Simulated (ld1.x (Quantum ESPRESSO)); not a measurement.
# Which change was made? (Ni, PAW)

- Element: Ni (Z = 28)
- Generator: ld1.x (Quantum ESPRESSO) 7.5
- Type: PAW
- Functional: revPBE
- Relativity: scalar-relativistic
- Frozen core: [Ne]
- Valence charge: 18
- Reference configuration: 3s2 3p6 3d8 4s1.75 4p0 (charge +0.25)
- Partial waves: 3s (bound): rcut 1.00, rcutus 1.25 bohr; 4s (bound): rcut 1.00, rcutus 1.25 bohr; 3p (bound): rcut 1.45, rcutus 1.70 bohr; 4p (bound, empty): rcut 1.45, rcutus 1.70 bohr; 3d (bound): rcut 1.00, rcutus 1.05 bohr; 3d channel at 0.75 Ry: rcut 1.00, rcutus 1.05 bohr
- Local potential: all-electron potential smoothed inside 1.30 bohr (lloc = -1)
- Core correction: Bessel-smoothed model core inside 0.85 bohr
- Augmentation charge: PSQ, inside the norm-conserving radii

Cutoffs, loose and tight: the cutoffs (Ry, on a coarse ladder) from which the occupation-weighted sum of valence levels, in a spherical-Bessel basis at the reference potential, stays within 10 and 1 mRy of its value at 400 Ry. They do not see the model core or the augmentation charge, which bear on the density cutoff. Test errors are all-electron minus pseudo excitation energies from the reference, over the configurations 3s2 3p6 3d8 4s2 4p0; 3s2 3p6 3d8 4s1 4p0; 3s2 3p6 3d8 4s0 4p0; 3s2 3p5 3d8 4s2 4p0; 3s2 3p6 3d8 4s1.5 4p0; 3s2 3p6 3d8 4s0 4p1; 3s2 3p6 3d7 4s0 4p0; variants that change the core or the reference have their own tests.

The base gives: outcome: generated, overlap not positive; bound ghosts: not determined (overlap not positive); largest test error (meV): -39.

Question: After one change the result is: outcome: generated; cutoff, loose: 140 Ry; cutoff, tight: 180 Ry; bound ghosts: none; largest test error (meV): -37. Which change was it?
A. local potential all-electron potential smoothed inside 0.64 bohr (lloc = -1)
B. local potential all-electron potential smoothed inside 1.52 bohr (lloc = -1)
C. local potential all-electron potential smoothed inside 1.06 bohr (lloc = -1)

Answer: C. The others give: local potential all-electron potential smoothed inside 1.52 bohr (lloc = -1) → outcome: generated; cutoff, loose: 120 Ry; cutoff, tight: 180 Ry; bound ghosts: none; largest test error (meV): -42 | local potential all-electron potential smoothed inside 0.64 bohr (lloc = -1) → outcome: generated, overlap not positive; bound ghosts: not determined (overlap not positive); largest test error (meV): -31. A file whose overlap is not positive is unfit for use, and its test errors describe a broken file.
